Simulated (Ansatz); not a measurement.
Relaxation of ClH4O2Sn (8 atoms, charge 0, multiplicity 2), to a largest force component of 0.03 eV/Å in at most 50 steps.

The calculation used UKS PBE/def2-SVP (Ansatz 0.2.0).

```xyz
8
Properties=species:S:1:pos:R:3:forces:R:3
Sn -0.052 0.032 -0.083 0.01 0.00 -0.05
H 0.064 0.096 2.856 -0.02 0.09 -1.82
Cl 2.149 -0.138 -1.065 -0.03 -0.02 0.00
O -0.918 1.625 -0.979 0.01 0.01 0.00
H -1.869 1.418 -1.095 -0.01 0.01 -0.01
O -1.296 -1.453 -0.707 -0.01 0.00 0.00
H -0.983 -2.337 -0.429 0.03 0.00 -0.01
H 0.072 0.061 3.578 0.02 -0.09 1.88
```

Problem. Where does it end, and by what steps?

Solution. It converged. The force dipped under the threshold on the way, but the program's further checks kept it going. After 5 steps the energy has fallen by 0.055 eV; H7 moved furthest, 0.30 Å.

| step | energy less start (eV) | largest force component (eV/Å) | accepted |
| --- | --- | --- | --- |
| 0 | 0.0000 | 1.883 | yes |
| 1 | -0.0508 | 0.101 | yes |
| 2 | -0.0527 | 0.260 | yes |
| 3 | -0.0543 | 0.125 | yes |
| 4 | -0.0549 | 0.018 | yes |
| 5 | -0.0551 | 0.018 | yes |

```xyz
8
Properties=species:S:1:pos:R:3
Sn -0.084 0.014 -0.127
H 0.077 0.174 3.074
Cl 2.079 -0.272 -1.158
O -0.932 1.634 -1.001
H -1.887 1.443 -1.126
O -1.325 -1.482 -0.725
H -0.858 -2.343 -0.704
H 0.097 0.135 3.843
```

Whether the end is a true minimum wasn't checked by a vibrational analysis.

Run time: 10 s on 4 threads of Arm Neoverse V1 (shared host), peak memory 0.16 GiB.
